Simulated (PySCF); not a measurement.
# Calculated properties of `CCCS[SiH3]`

C3H10SSi.
Structure used (GFN2-xTB), in Å, numbered top down from 1:
```
atom  x, y, z in Å
C1    -1.9231    0.4975    0.2854
C2    -0.8116   -0.3565    0.8794
C3    -0.1010   -1.1907   -0.1746
S4     0.7126   -0.1944   -1.4774
Si5    2.3036    0.7449   -0.3993
H6    -1.5216    1.1566   -0.4808
H7    -2.3927    1.1039    1.0561
H8    -2.6825   -0.1326   -0.1723
H9    -0.0846    0.2838    1.3858
H10   -1.2295   -1.0405    1.6236
H11    0.6622   -1.8257    0.2760
H12   -0.8124   -1.8175   -0.7117
H13    1.7889    1.8553    0.3982
H14    3.2021    1.1958   -1.4454
H15    2.8853   -0.2719    0.4712
```

From GFN2-xTB geometry:

- Point group of the GFN2-xTB geometry: C1
- Rotational constants A, B, C of the GFN2-xTB geometry: 4.892, 1.720, 1.567 GHz

**PBE0/def2-SVPD ground state and vertical TDDFT (core frozen in the response) (PySCF)**

- Dipole moment: 1.65 D
- HOMO energy: -6.78 eV
- LUMO energy: 0.15 eV
- HOMO–LUMO gap: 6.93 eV
- Lowest singlet excitation: 5.58 eV (222 nm, f = 0.011)
- Strongest line among the 6 lowest singlet transitions: S6 at 6.99 eV (177 nm, f = 0.018)
- Lowest triplet excitation (Tamm–Dancoff): 5.25 eV
- Static isotropic polarisability: 85.5 au
- Electronic spatial extent ⟨r²⟩ about the centre of nuclear charge: 875 bohr²

PBE0/pcSseg-1 ground state and GIAO shieldings, non-relativistic (PySCF):

* Lowest Hirshfeld atomic charge: -0.12 e on C1
* Highest Hirshfeld atomic charge: +0.29 e on Si5
* 13C chemical shifts (computed TMS as zero) by class: 39.5 (C3), 26.6 (C2), 13.0 (C1) ppm
* 1H chemical shifts (computed TMS as zero) by class: 4.53 (H13/H14/H15), 2.64 (H11/H12), 1.52 (H9/H10), 1.21 (H6/H7/H8) ppm
* Isotropic shieldings of nuclei other than C and H, by class: 405 (Si5), 704 (S4) ppm
* Mayer bond orders between heavy atoms: C1–C2 1.05, C2–C3 1.01, C3–S4 1.00, S4–Si5 0.97

Monoisotopic mass (most abundant isotopes): 106.0272 u.

A dipole of 1.65 D is allowed in C1, and pure rotational transitions are dipole-allowed. In atomic units the dipole is 0.65 e·bohr (1 au = 2.5417 D). In wavenumbers S1 is 45000 cm⁻¹ (1 eV = 8065.54 cm⁻¹). The polarisability is 12.67 Å³ as a volume (1 au = 0.148185 Å³), or 1.47 au for each of the 58 electrons. No computed singlet falls in the visible range (750 to 380 nm, 1.65 to 3.26 eV); S1 lies 2.32 eV above its blue end. S1 lies 1.35 eV below the HOMO–LUMO gap; its leading configuration is HOMO→LUMO, weight 0.85.

Geometry: GFN2-xTB, one conformer, isolated molecule. NMR classes are plain means over equivalent atoms (diastereotopic ones count apart unless rotation or inversion swaps them), as if these changed places fast; in this geometry the members of some classes differ.
